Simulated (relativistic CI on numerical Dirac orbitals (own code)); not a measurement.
Computed by Dirac-Coulomb-Breit CI, orbitals from a KLI potential per configuration, a model potential for QED, unscaled Slater integrals (own radial code, finite nucleus).

Configuration list (outside the closed core [Ar] 3d10): 4s2 4p6 4d8, 4s2 4p5 4d9, 4s2 4p6 4d7 4f, 4s 4p6 4d9, 4s2 4p5 4d8 4f, 4s 4p6 4d8 4f, 4s2 4p6 4d7 5s, 4s2 4p6 4d6 4f 5s, 4s2 4p6 4d7 5p, 4s2 4p5 4d8 5s, 4s2 4p6 4d7 5f, 4s2 4p6 4d6 5s 5p, 4p6 4d9 4f, 4s 4p6 4d7 4f 5s, 4s2 4p6 4d7 6p, 4s2 4p5 4d8 5d, 4s 4p6 4d8 5p, 4s2 4p6 4d7 6f, 4p6 4d9 5p, 4s2 4p5 4d8 5g, 4s2 4p6 4d7 7p, 4s2 4p5 4d8 6s, 4s2 4p6 4d7 7f, 4p6 4d10, 4p5 4d10 4f, 4p6 4d9 5s, 4p5 4d10 5s, 4p5 4d9 4f 5s. Double excitations out of closed p, d and f shells are left out; levels of such configurations are missing from the list, as are those of other unlisted configurations, and high levels can miss mixing partners. These lack a partner that the ground configuration has and come out too high: 4s2 4p5 4d8 5d, 4s2 4p5 4d8 5g, 4s2 4p5 4d8 6s.

At this charge energies of transitions that change n are usually good to better than 1 %, and those within a shell (Δn = 0) to a few per cent. Terms inside the open d or f shell come out 10 to 20 % too wide with unscaled integrals.

Outline of the computed level scheme of W XXXI. Lowest level of each configuration: 4s2 4p6 4d8 3F_4 at 0.000 eV; 4s2 4p5 4d9 1D°_2 at 181.508 eV; 4s2 4p6 4d7 4f 5G°_5 at 191.926 eV.

Some strong electric-dipole decays among the lowest 45 levels: 4s2 4p5 4d9 3D°_3 → 4s2 4p6 4d8 3F_4 (4.8e+10 s⁻¹); 4s2 4p5 4d9 3P°_0 → 4s2 4p6 4d8 3P_1 (4.6e+10 s⁻¹); 4s2 4p5 4d9 1D°_2 → 4s2 4p6 4d8 1D_2 (3.9e+10 s⁻¹); 4s2 4p6 4d7 4f 5H°_5 → 4s2 4p6 4d8 3F_4 (3.8e+10 s⁻¹); 4s2 4p6 4d7 4f 3H°_4 → 4s2 4p6 4d8 3F_4 (3.0e+10 s⁻¹); 4s2 4p5 4d9 3D°_1 → 4s2 4p6 4d8 3P_2 (2.8e+10 s⁻¹); 4s2 4p5 4d9 3P°_1 → 4s2 4p6 4d8 1D_2 (2.6e+10 s⁻¹); 4s2 4p6 4d7 4f 5D°_1 → 4s2 4p6 4d8 1D_2 (2.4e+10 s⁻¹).

LS names give the leading component of a level, which can be under half, so a name can repeat, a term be missing and a line seem to break the LS rules.
